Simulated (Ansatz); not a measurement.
# Relaxing a trial structure of C5H8BClSi

The starting geometry of this gas-phase singlet was optimised with GFN2-xTB; its bonds are those of `C=C1C=C(CCl)B[SiH2]1`.

```xyz
16

C     1.4514   -1.5850   -1.1075
C     0.2870   -1.2523   -0.5475
C     0.2065   -0.7406    0.7990
C    -1.0077   -0.4103    1.3168
C    -1.0952    0.1532    2.6990
B    -2.2178   -0.6043    0.3819
Cl   -1.2340    1.9496    2.5923
Si   -1.4764   -1.3160   -1.2846
H     1.4993   -1.9604   -2.1155
H     2.3957   -1.4965   -0.5868
H     1.1214   -0.6321    1.3740
H    -0.2045   -0.0451    3.2972
H    -1.9890   -0.1826    3.2243
H    -3.3089   -0.3528    0.7183
H    -1.7306   -2.7099   -1.6896
H    -1.4642   -0.5307   -2.5296
```

Q: Predict what it relaxes into with PBE-D3(BJ)/def2-SVP.

A: It keeps its bonds, and is `C=C1C=C(CCl)B[SiH2]1`.

The energy falls by 0.20 eV over 13 steps:

```json
{"step": "1", "E − E(last) (eV)": "0.200"}
{"step": "2", "E − E(last) (eV)": "0.019"}
{"step": "4", "E − E(last) (eV)": "0.004"}
{"step": "5", "E − E(last) (eV)": "0.003"}
{"step": "6", "E − E(last) (eV)": "0.002"}
{"step": "8", "E − E(last) (eV)": "0.001"}
{"step": "9", "E − E(last) (eV)": "0.000"}
{"step": "10", "E − E(last) (eV)": "0.000"}
{"step": "12", "E − E(last) (eV)": "0.000"}
{"step": "13", "E − E(last) (eV)": "0.000"}
```

Final geometry (Å):

```xyz
16

C     1.5068   -1.6601   -1.1159
C     0.3211   -1.2790   -0.5741
C     0.2259   -0.7510    0.7814
C    -0.9989   -0.3832    1.3204
C    -1.0830    0.1849    2.7073
B    -2.2279   -0.5710    0.3950
Cl   -1.5426    1.9452    2.6352
Si   -1.4446   -1.2959   -1.3168
H     1.5793   -2.0515   -2.1432
H     2.4515   -1.5932   -0.5453
H     1.1587   -0.6478    1.3737
H    -0.1242    0.1308    3.2598
H    -1.8744   -0.3068    3.3048
H    -3.3663   -0.3298    0.7384
H    -1.8353   -2.6908   -1.7383
H    -1.5131   -0.4168   -2.5407
```

The end wasn't checked by frequencies. Run with Ansatz 0.2.0, 24 s on 4 threads of Arm Neoverse V1 (shared host).
